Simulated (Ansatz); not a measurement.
CH$_{5}$FSSn (`FC[S][SnH3]`). Charge 0, multiplicity 1. Sn: def2 effective core potential. The geometry is a stationary point of PBE0-D4/def2-TZVP. It is a higher conformer; a search finds a lower one.

```xyz
9

F     0.593    2.214   -1.768
C     0.142    1.073   -1.163
S     0.938    0.950    0.469
Sn   -0.117   -1.075    1.207
H     0.415    0.222   -1.791
H    -0.943    1.147   -1.059
H     0.271   -2.330    0.117
H     0.509   -1.363    2.759
H    -1.808   -0.838    1.230
```

(1) What is the dipole moment at r2SCAN/def2-TZVPP? (Estimate.)

(2) And with PBE, B3LYP, ωB97M-V? (Estimate.)

(3) Give the Mulliken charges with r2SCAN, B3LYP, PBE in def2-TZVPP. (Best estimate.)

Answers

(1) The calculation gave: 2.79 D, with components (-1.47, -2.35, 0.32) D in this frame, pointing from negative to positive charge.

(2) Ansatz gave: PBE 2.63 D, B3LYP 2.81 D, ωB97M-V 2.89 D.

(3) Computed: 
```tsv
atom	r2SCAN	B3LYP	PBE
F1	-0.21	-0.22	-0.18
C2	0.12	0.02	0.00
S3	-0.33	-0.31	-0.30
Sn4	0.57	0.59	0.53
H5	0.09	0.13	0.12
H6	0.09	0.13	0.12
H7	-0.11	-0.12	-0.10
H8	-0.10	-0.10	-0.09
H9	-0.11	-0.12	-0.10
```

B3LYP here is the variant with VWN-RPA as its local correlation; programs differ in this.
